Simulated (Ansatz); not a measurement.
Gas-phase electronic energies from Ansatz, PBE0-D4/def2-TZVP geometries. CCSD(T)/CBS adds triple-zeta CCSD(T) − MP2 to the extrapolated MP2 energy (def2 sets, frozen cores). This one scheme is used for every species. DFT in def2-TZVPP. B3LYP here is the variant with VWN-RPA as its local correlation; programs differ in this. One conformer a species, not always the lowest.

`N[SiH2]N[SiH2]O` + `CO[SiH2]N` → `CO[SiH2]N[SiH2]O` + `N[SiH2]N`  (ligand exchange at the Si–N bond)

```json
{"level": "PBE-D4", "ΔE (kcal/mol)": "0.6", "difference from CCSD(T)/CBS": "0.0"}
{"level": "r2SCAN-D4", "ΔE (kcal/mol)": "0.2", "difference from CCSD(T)/CBS": "-0.4"}
{"level": "PBE0-D4", "ΔE (kcal/mol)": "0.5", "difference from CCSD(T)/CBS": "-0.1"}
{"level": "B3LYP-D4", "ΔE (kcal/mol)": "0.3", "difference from CCSD(T)/CBS": "-0.3"}
{"level": "ωB97X-V", "ΔE (kcal/mol)": "0.5", "difference from CCSD(T)/CBS": "-0.1"}
{"level": "ωB97M-V", "ΔE (kcal/mol)": "0.5", "difference from CCSD(T)/CBS": "-0.1"}
{"level": "B2PLYP", "ΔE (kcal/mol)": "1.3", "difference from CCSD(T)/CBS": "0.7"}
{"level": "PBE", "ΔE (kcal/mol)": "1.5", "difference from CCSD(T)/CBS": "0.9"}
{"level": "r2SCAN", "ΔE (kcal/mol)": "0.4", "difference from CCSD(T)/CBS": "-0.2"}
{"level": "PBE0", "ΔE (kcal/mol)": "1.3", "difference from CCSD(T)/CBS": "0.7"}
{"level": "B3LYP", "ΔE (kcal/mol)": "1.8", "difference from CCSD(T)/CBS": "1.2"}
{"level": "HF/def2-TZVPP", "ΔE (kcal/mol)": "1.8", "difference from CCSD(T)/CBS": "1.2"}
{"level": "MP2/def2-TZVPP", "ΔE (kcal/mol)": "0.6", "difference from CCSD(T)/CBS": "0.0"}
{"level": "SCS-MP2/def2-TZVPP", "ΔE (kcal/mol)": "0.9", "difference from CCSD(T)/CBS": "0.3"}
{"level": "CCSD/def2-TZVPP", "ΔE (kcal/mol)": "0.8", "difference from CCSD(T)/CBS": "0.2"}
{"level": "CCSD(T)/def2-TZVPP", "ΔE (kcal/mol)": "0.6", "difference from CCSD(T)/CBS": "0.0"}
{"level": "HF/def2-QZVPP", "ΔE (kcal/mol)": "1.9", "difference from CCSD(T)/CBS": "1.3"}
{"level": "MP2/def2-QZVPP", "ΔE (kcal/mol)": "0.7", "difference from CCSD(T)/CBS": "0.1"}
{"level": "SCS-MP2/def2-QZVPP", "ΔE (kcal/mol)": "0.9", "difference from CCSD(T)/CBS": "0.3"}
{"level": "HF/CBS(def2)", "ΔE (kcal/mol)": "1.9", "difference from CCSD(T)/CBS": "1.3"}
{"level": "MP2/CBS(def2)", "ΔE (kcal/mol)": "0.7", "difference from CCSD(T)/CBS": "0.1"}
{"level": "CCSD/CBS(def2)", "ΔE (kcal/mol)": "0.8", "difference from CCSD(T)/CBS": "0.2"}
{"level": "CCSD(T)/CBS", "ΔE (kcal/mol)": "0.6", "difference from CCSD(T)/CBS": "0"}
```

Largest T1 diagnostic among the species: 0.011.

In def2-TZVPP, CCSD(T) changes the Hartree–Fock value by −1.2 kcal/mol (the triples alone add −0.2 kcal/mol) and MP2 by −1.2 kcal/mol. The D4 term adds −1.5 kcal/mol with B3LYP and −0.8 kcal/mol with PBE0; it sums over pairs of atoms, weighted by their polarisabilities, and B3LYP, whose exchange is more repulsive, gets the larger term.
